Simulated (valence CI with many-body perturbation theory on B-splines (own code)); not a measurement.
## E1 transitions of Ce²⁵⁺

Method: configuration interaction combined with many-body perturbation theory (CI+MBPT): five valence electrons over a frozen Dirac-Fock core [Ar] 3d10, radial functions for each j: 9 s, 9 p, 8 d, 6 f, 3 g, 1 h, with the one-electron correlation potential Σ1, the two-electron term Σ2, the three-electron term Σ3, Breit, model QED; selected CI, second order for the rest (own B-spline code, finite nucleus).

No measured spectrum was set against this ion. As an estimate, levels hold to about 250 cm⁻¹ or 0.2 % of their energy and the worst to 1 %, as in measured heavy ions of charge 2 to 7; those with d or f electrons hold less well. Among the levels kept, up to 270 cm⁻¹ of a level comes from second order outside the variational space, and about a tenth of that is noise between levels of different J, which matters for small intervals.

Lines 151 to 186 of 186 in falling wavelength, among levels below 1480800 cm⁻¹, chosen from the strongest by gf and those to the six lowest levels. Wavelengths and rates use the calculated energies, so an error of 2000 cm⁻¹ moves a line at 99.07 Å by 0.2 % and its rate by three times that or more. Electric multipoles are in the length gauge, E1 and E2 with the static RPA response of the core. Weak lines are less certain than strong ones. Lines between different terms over intervals too small for the method are left out, as are lines whose strength nearly cancels.

Levels are named by their leading jj configuration (3d3/2^4 stands for four electrons in 3d with j = 3/2), which in mixed levels can hold well under half, so a name can repeat and another be missing. Letters in brackets count levels of one name in rising energy.

```tsv
λ vac (Å)	Upper	Lower	A (s⁻¹)	S (a.u.) with core polarisation	S without
99.07	(4s^2 4p3/2^2 4d5/2) J=7/2	(4s^2 4p1/2 4p3/2^2) J=5/2	7.83e+09	3.00e-02	3.21e-02
96.12	(4s^2 4p3/2^2 4d3/2) J=3/2 [a]	(4s^2 4p1/2 4p3/2^2) J=5/2	9.54e+10	1.67e-01	1.79e-01
95.80	(4s^2 4p1/2 4p3/2 4d5/2) J=5/2 [a]	(4s^2 4p1/2^2 4p3/2) J=3/2	1.14e+11	2.96e-01	3.17e-01
95.59	(4s^2 4p3/2^2 4d3/2) J=5/2	(4s^2 4p1/2 4p3/2^2) J=5/2	2.52e+11	6.52e-01	6.99e-01
94.99	(4s^2 4p1/2 4p3/2 4d5/2) J=3/2 [a]	(4s^2 4p1/2^2 4p3/2) J=3/2	1.91e+11	3.24e-01	3.47e-01
94.42	(4s^2 4p3/2^2 4d3/2) J=1/2	(4s^2 4p1/2 4p3/2^2) J=3/2	2.97e+11	2.47e-01	2.65e-01
93.98	(4s^2 4p3/2^2 4d3/2) J=3/2 [b]	(4s^2 4p1/2 4p3/2^2) J=1/2	3.48e+11	5.71e-01	6.12e-01
93.48	(4s^2 4p3/2^2 4d3/2) J=3/2 [a]	(4s^2 4p1/2 4p3/2^2) J=3/2	3.37e+11	5.44e-01	5.83e-01
92.98	(4s^2 4p3/2^2 4d3/2) J=5/2	(4s^2 4p1/2 4p3/2^2) J=3/2	2.04e+11	4.85e-01	5.19e-01
92.95	(4s^2 4p3/2^2 4d3/2) J=7/2	(4s^2 4p1/2 4p3/2^2) J=5/2	5.36e+11	1.70e+00	1.82e+00
92.65	(4s^2 4p1/2 4p3/2 4d3/2) J=5/2 [b]	(4s^2 4p1/2^2 4p3/2) J=3/2	3.08e+11	7.26e-01	7.78e-01
92.20	(4s^2 4p3/2^2 4d5/2) J=1/2	(4s^2 4p1/2 4p3/2^2) J=1/2	7.33e+07	5.67e-05	5.99e-05
92.15	(4s^2 4p1/2 4p3/2 4d3/2) J=1/2 [b]	(4s^2 4p1/2^2 4p3/2) J=3/2	4.26e+11	3.29e-01	3.52e-01
91.93	(4s^2 4p1/2 4p3/2 4d3/2) J=3/2 [b]	(4s^2 4p1/2^2 4p3/2) J=3/2	2.65e+11	4.06e-01	4.36e-01
91.34	(4s^2 4p3/2^2 4d5/2) J=5/2 [a]	(4s^2 4p1/2 4p3/2^2) J=5/2	1.83e+09	4.14e-03	4.42e-03
90.78	(4s^2 4p3/2^2 4d3/2) J=3/2 [b]	(4s^2 4p1/2 4p3/2^2) J=5/2	6.33e+07	9.35e-05	9.55e-05
89.82	(4s 4p3/2^4) J=1/2	(4s^2 4p1/2^2 4p3/2) J=3/2	8.94e+09	6.39e-03	6.86e-03
89.74	(4s^2 4p3/2^2 4d5/2) J=3/2	(4s^2 4p1/2 4p3/2^2) J=1/2	1.01e+11	1.44e-01	1.54e-01
88.96	(4s^2 4p3/2^2 4d5/2) J=5/2 [a]	(4s^2 4p1/2 4p3/2^2) J=3/2	4.11e+06	8.56e-06	9.26e-06
88.91	(4s^2 4p1/2 4p3/2 4d5/2) J=3/2 [b]	(4s^2 4p1/2^2 4p3/2) J=3/2	4.52e+10	6.27e-02	6.72e-02
88.42	(4s^2 4p3/2^2 4d3/2) J=3/2 [b]	(4s^2 4p1/2 4p3/2^2) J=3/2	1.12e+10	1.52e-02	1.63e-02
88.41	(4s^2 4p1/2 4p3/2 4d5/2) J=5/2 [b]	(4s^2 4p1/2^2 4p3/2) J=3/2	1.24e+11	2.54e-01	2.72e-01
86.84	(4s^2 4p3/2^2 4d5/2) J=1/2	(4s^2 4p1/2 4p3/2^2) J=3/2	5.92e+10	3.83e-02	4.10e-02
86.81	(4s^2 4p3/2^2 4d5/2) J=3/2	(4s^2 4p1/2 4p3/2^2) J=5/2	1.71e+09	2.21e-03	2.37e-03
86.23	(4s^2 4p1/2 4p3/2 4d5/2) J=1/2	(4s^2 4p1/2^2 4p3/2) J=3/2	7.06e+09	4.47e-03	4.78e-03
85.33	(4s^2 4p3/2^2 4d5/2) J=5/2 [b]	(4s^2 4p1/2 4p3/2^2) J=5/2	1.51e+10	2.79e-02	2.98e-02
84.66	(4s^2 4p3/2^2 4d5/2) J=3/2	(4s^2 4p1/2 4p3/2^2) J=3/2	4.30e+06	5.15e-06	5.27e-06
83.24	(4s^2 4p3/2^2 4d5/2) J=5/2 [b]	(4s^2 4p1/2 4p3/2^2) J=3/2	1.35e+10	2.31e-02	2.48e-02
81.37	(4s^2 4p3/2^2 4d3/2) J=1/2	(4s^2 4p1/2^2 4p3/2) J=3/2	1.32e+09	7.04e-04	7.53e-04
80.67	(4s^2 4p3/2^2 4d3/2) J=3/2 [a]	(4s^2 4p1/2^2 4p3/2) J=3/2	7.11e+07	7.37e-05	7.93e-05
80.30	(4s^2 4p3/2^2 4d3/2) J=5/2	(4s^2 4p1/2^2 4p3/2) J=3/2	1.09e+09	1.68e-03	1.79e-03
77.28	(4s^2 4p3/2^2 4d5/2) J=5/2 [a]	(4s^2 4p1/2^2 4p3/2) J=3/2	1.59e+09	2.17e-03	2.33e-03
76.87	(4s^2 4p3/2^2 4d3/2) J=3/2 [b]	(4s^2 4p1/2^2 4p3/2) J=3/2	1.97e+08	1.77e-04	1.91e-04
75.67	(4s^2 4p3/2^2 4d5/2) J=1/2	(4s^2 4p1/2^2 4p3/2) J=3/2	8.35e+08	3.57e-04	3.83e-04
74.01	(4s^2 4p3/2^2 4d5/2) J=3/2	(4s^2 4p1/2^2 4p3/2) J=3/2	1.20e+09	9.63e-04	1.03e-03
72.93	(4s^2 4p3/2^2 4d5/2) J=5/2 [b]	(4s^2 4p1/2^2 4p3/2) J=3/2	7.80e+08	8.96e-04	9.61e-04
```
